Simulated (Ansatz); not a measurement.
Start from `CS[BH][GeH3]` and change one atom or group to get `CSB[TeH]`.

Ansatz, PBE0-D4/def2-TZVP geometries, multiplicity 1. Each molecule was computed in one conformer, which needn't be the lowest.

Elements past krypton have def2 core potentials. Scalar relativity is left out up to krypton.

```json
{"property": "LUMO energy (B3LYP/def2-TZVPP) / eV", "`CS[BH][GeH3]`": "-1.63"}
{"property": "HOMO energy (PBE/def2-TZVPP) / eV", "`CS[BH][GeH3]`": "-6.87"}
{"property": "LUMO energy (PBE/def2-TZVPP) / eV", "`CS[BH][GeH3]`": "-2.35"}
{"property": "LUMO energy (ωB97M-V/def2-TZVPP) / eV", "`CS[BH][GeH3]`": "0.48"}
{"property": "LUMO energy (PBE0/def2-TZVPP) / eV", "`CS[BH][GeH3]`": "-1.47"}
{"property": "HOMO energy (B3LYP/def2-TZVPP) / eV", "`CS[BH][GeH3]`": "-7.75"}
```

Give the same properties after the change, and the shifts. (Estimate.)

The calculation gave: 
```csv
property,`CSB[TeH]`,shift
LUMO energy (B3LYP/def2-TZVPP) / eV,-1.31,0.32
HOMO energy (PBE/def2-TZVPP) / eV,-5.48,1.39
LUMO energy (PBE/def2-TZVPP) / eV,-1.97,0.38
LUMO energy (ωB97M-V/def2-TZVPP) / eV,0.71,0.23
LUMO energy (PBE0/def2-TZVPP) / eV,-1.16,0.31
HOMO energy (B3LYP/def2-TZVPP) / eV,-6.25,1.50
```

With PBE0 the HOMO rises by 1.52 eV and the LUMO rises by 0.31 eV, so the gap narrows by about 1.21 eV. PBE moves the HOMO by 1.39 eV and ωB97M-V by 1.69 eV.

B3LYP here is the variant with VWN-RPA as its local correlation; programs differ in this.

Spin–orbit coupling is left out; it splits and shifts lone-pair levels of the heavy atoms by tenths of an eV.
